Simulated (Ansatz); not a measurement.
Species: BAs2H4, charge 0, doublet. BAs2H4 (SMILES [AsH]B[AsH2], doublet).
B3LYP-D3(BJ)/def2-TZVP minimum from Ansatz (a quantum-chemistry and plane-wave program):
```xyz
7

B      0.6253    -0.1987    -0.6067
As     0.3687    -1.5221     0.8611
H     -1.0671    -1.1077     1.1982
As    -0.4711     1.4674    -0.7521
H      0.6041     2.5071    -1.0091
H     -0.7111     1.7995     0.7073
H      1.4285    -0.4001    -1.4598
```
Charge 0, spin multiplicity 2.

Total energies in hartree (Ansatz). Radicals and triplets start from unrestricted determinants; spin-orbit coupling is neglected. Cores are frozen in correlated methods (noble-gas shells, and filled d and f shells in the p block). No relativity. Where a partner has so few electrons that a lower coupled-cluster level is exact, that level stands in.

| species | HF/cc-pVTZ | CCSD(T)/cc-pVTZ | HF/cc-pVQZ | CCSD(T)/cc-pVQZ | CCSD(T)/cc-pVDZ | CCSDT(Q)/cc-pVDZ |
|---|---|---|---|---|---|---|
| 1: BAs2H4 (SMILES [AsH]B[AsH2], doublet) | -4495.47354 | -4495.89985 | -4495.48163 | -4495.93100 | -4495.66977 | -4495.67210 |
| 2: B (doublet) | -24.53207 | -24.59810 | -24.53297 | -24.60084 | -24.58941 | -24.58977 |
| 3: As (quartet) | -2234.23714 | -2234.32576 | -2234.23956 | -2234.33229 | -2234.23709 | -2234.23734 |
| 4: H (doublet) | -0.49981 | -0.49981 | -0.49995 | -0.49995 | -0.49928 | -0.49928 |

Problem. Work out the atomisation energy (electronic, to ground-state atoms) in kcal/mol: take Hartree-Fock from cc-pVQZ, extrapolate the CCSD(T) correlation energy as X^-3 (X = 3, 4), and add CCSDT(Q) - CCSD(T) in cc-pVDZ. 1 hartree = 627.51 kcal/mol.

Solution. 
Species 1: correlation (64·(-0.44937) - 27·(-0.42631))/37 = -0.46620; step -0.00233; E1 = -4495.48163 + (-0.46620) + (-0.00233) = -4495.95016
Species 2: correlation (64·(-0.06787) - 27·(-0.06603))/37 = -0.06921; step -0.00036; E2 = -24.53297 + (-0.06921) + (-0.00036) = -24.60254
Species 3: correlation (64·(-0.09273) - 27·(-0.08862))/37 = -0.09573; step -0.00025; E3 = -2234.23956 + (-0.09573) + (-0.00025) = -2234.33554
Species 4: correlation (64·(0.00000) - 27·(0.00000))/37 = 0.00000; step +0.00000; E4 = -0.49995 + (0.00000) + (+0.00000) = -0.49995
-1·E1 +1·E2 +2·E3 +4·E4 = 0.67674 hartree = 424.7 kcal/mol.
